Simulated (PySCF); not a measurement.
```xyz
4
charge 1 multiplicity 1, angstrom
Te    0.0000    0.0000    0.7137
Br    2.1609    0.0000   -0.3913
Br   -1.0804    1.8714   -0.3913
Br   -1.0805   -1.8714   -0.3913
```

Level of theory: PySCF, PBE0, basis Te def2-TZVP with ECP28, Br def2-TZVP (scalar-relativistic core potentials, no spin–orbit coupling, density fitting).

This geometry of TeBr₃⁺ is a stationary point at this level.

What is the point group?

C3v.

Is it a minimum?

Yes: all harmonic wavenumbers are real.

Give the atomic charges and bond orders.


```
   atom  Mulliken  Löwdin  polar tensor  Mayer order to Te1
    Te1      0.91    0.50          1.53                   –
Br2,3,4      0.03    0.17         -0.18                1.24
```

Give the ideal-gas entropy at 298.15 K and 1 bar by parts.

translation 182.5, rotation 122.4, vibration 64.5, spin 0.0; total 369.4 J/(mol K).

This need not be the most stable arrangement of these atoms.
